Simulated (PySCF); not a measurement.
Interval between two levels of Pt²⁺ by level of theory

Pt²⁺ [Xe] 4f14 5d8 [3F4, M_J = 4] → Pt²⁺ [Xe] 4f14 5d7 6s1 [5F5, M_J = 5], as a difference of total energies. Calculation: PySCF 2.14, in x2c-TZVPall-2c (11s11p10d2f, 108 functions); the two-component X2C-1e Hamiltonian. Correlated levels: [Kr] 4d10 4f14 frozen; the 34 highest virtual spinors dropped. "Screened" scales the spin-orbit matrix elements by Boettger's factors to mimic the two-electron term; Breit and QED terms are absent.

```tsv
method	interval between two levels (cm⁻¹)
GHF (screened spin-orbit)	19322
GMP2 (screened spin-orbit)	19590
```

The labels give the starting determinants; with spin-orbit coupling the two ends relaxed to ⟨J²⟩ = 20.01, ⟨L²⟩ = 12.45, ⟨S²⟩ = 2.09 and ⟨J²⟩ = 30.01, ⟨L²⟩ = 12.97, ⟨S²⟩ = 5.76.
